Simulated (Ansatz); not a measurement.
Reactions of C₄H₁₀FIn, SMILES `C[CH2][In]([F])[CH2]C`.

Gas-phase electronic energies from Ansatz, PBE0-D4/def2-TZVP geometries. CCSD(T)/CBS is the MP2 limit (def2-TZVPP, def2-QZVPP) plus CCSD(T) − MP2 in def2-TZVPP, frozen cores. Functionals use def2-TZVPP. B3LYP here is the variant with VWN-RPA as its local correlation; programs differ in this. Elements past krypton have def2 core potentials. For In, Sn outer-core shells are correlated without core-valence functions, which leaves a few kJ/mol of doubt a bond. One conformer a species, not always the lowest.

```tsv
reaction	B2PLYP (kJ/mol)	B3LYP-D4 (kJ/mol)	PBE-D4 (kJ/mol)	CCSD(T)/CBS(def2) (kJ/mol)
`C[CH2][In]([F])[CH2]C` + `CCc1ccccc1` → `CCCCc1ccccc1` + `C[CH2][InH][F]`	22	18	20	21
`C[CH2][In]([F])[CH2]C` + `CNBCl` → `CCN(C)BCl` + `C[CH2][InH][F]`	38	32	34	37
`C[CH2][In]([F])[CH2]C` + `SCc1ccccc1` → `CCSCc1ccccc1` + `C[CH2][InH][F]`	22	13	13	19
`C[CH2][In]([F])[CH2]C` + `[OH][SnH3]` → `CC[O][SnH3]` + `C[CH2][InH][F]`	58	53	58	64
```

Largest T1 diagnostic: 0.014, for `C[CH2][InH][F]`.
